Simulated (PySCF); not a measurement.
**Static response to an electric field**

Species: C4H4F2O.
Numbering: `[CH3:1]/[CH:2]=[C:3](\[F:4])[C:5](=[O:6])[F:7]` (hydrogens: H8, H9, H10 on C1; H11 on C2)

Cartesian coordinates in Å at the GFN2-xTB level; atoms count from 1:
```xyz
11
C4H4F2O angstrom
C     -1.743    0.201    0.175
C     -0.284    0.446    0.109
C      0.633   -0.491   -0.146
F      0.273   -1.772   -0.367
C      2.081   -0.284   -0.223
O      2.947   -1.055   -0.440
F      2.386    1.034    0.004
H     -1.978   -0.844   -0.011
H     -2.119    0.488    1.156
H     -2.252    0.824   -0.561
H      0.060    1.456    0.279
```

Level: PBE0/def2-SVPD (PySCF), static field, nuclei fixed, core orbitals frozen in the response. The polarisability tensor in these axes (au):

```
x    76.49 -11.12  -5.31
y   -11.12  53.69   4.13
z    -5.31   4.13  38.15
```

**Question.** Diagonalise the tensor; give its mean and Δα, where Δα² is half the sum of the squared differences of the eigenvalues.

**Answer.** Principal values 36.92, 49.43 and 81.97 au; mean 56.11 au = 8.31 Å³ = 9.25 × 10⁻⁴⁰ C²·m²/J; Δα = 40.28 au (72 % of the mean).

**Question.** What is the dipole moment, and where does it point?

**Answer.** (-3.80, 1.90, 0.67) D, 4.30 D in size, pointing from the negative to the positive side. Measured along this direction, the outermost atoms are O6 at the negative end and H9 and H10 at the positive end.

**Question.** Directions of the eigenvectors, and the extent of the frame along each?

**Answer.** Largest value along (0.91, -0.38, -0.15), where the nuclei span 5.45 Å; middle along (0.40, 0.91, 0.14), 3.45 Å; least along (0.08, -0.19, 0.98), 1.75 Å. The response follows the extents in order.

**Question.** Find the Langevin capture rate constant for H3+ (3.023 u) meeting this molecule (106.023 u), k = 2.342 × 10⁻⁹ cm³/s × √(α in Å³ / reduced mass in u).

**Answer.** The reduced mass is 2.94 u, so k = 3.94 × 10⁻⁹ cm³/s. The formula leaves out the permanent dipole, which adds to the capture rate.

**Question.** Refractivity n − 1 of an ideal gas of it at 350 K and 1 atm, from the electronic α?

**Answer.** N = p/kT = 2.0968 × 10¹⁹ cm⁻³, so n − 1 = 2π × N × 8.31 × 10⁻²⁴ cm³ = 1095 × 10⁻⁶ at long wavelengths.

Geometry: GFN2-xTB, one conformer, isolated molecule.

These values come from a run that also computed excited states. Hardware: Arm Neoverse V2, one thread (shared host). Cost: 24 s of wall time, 0.67 GiB resident at most.
